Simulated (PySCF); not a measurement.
PySCF 2.14 output of an unrestricted MN15 calculation on a single atom or ion in aug-cc-pwCVTZ-PP with ECP10MDF (8s7p6d4f1g, 96 functions), with a scalar-relativistic core potential:

```
SCF conv_tol = 1e-09
number electrons alpha = 14  beta = 9
    H. S. Yu, X. He, S. L. Li, and D. G. Truhlar.,  Chem. Sci. 7, 5032-5051 (2016)
    H. S. Yu, X. He, S. L. Li, and D. G. Truhlar.,  Chem. Sci. 7, 5032-5051 (2016)
cycle= 1 E= -415.286462356539  delta_E= -0.247  |g|= 0.314  |ddm|= 1.37
cycle= 2 E= -415.288146399675  delta_E= -0.00168  |g|= 0.172  |ddm|= 0.281
cycle= 3 E= -415.289535850999  delta_E= -0.00139  |g|= 0.0476  |ddm|= 0.0791
cycle= 4 E= -415.289683840745  delta_E= -0.000148  |g|= 0.000482  |ddm|= 0.0157
cycle= 5 E= -415.289683877044  delta_E= -3.63e-08  |g|= 6.4e-05  |ddm|= 0.000505
cycle= 6 E= -415.289683877453  delta_E= -4.09e-10  |g|= 1.5e-06  |ddm|= 4.89e-05
converged SCF energy = -415.289683877453  <S^2> = 8.7505996  2S+1 = 6.0001999
```

The run itself started from symmetry-adapted Hartree-Fock orbitals and held the occupation by maximum overlap, on a logarithmic radial grid, so the iterations belong to that start.

Problem. Which element, charge and spin multiplicity is this?

Solution. Br²⁺ (bromine, charge +2), multiplicity 6; the state was [Ar] 3d10 4s1 4p3 4d1, high-spin 6D determinant (an excited configuration).

Energies and moments cover only the electrons outside the core potential. The outer electron is Rydberg-like, and this basis confines it to a smaller radius and binds it less than a complete one would.
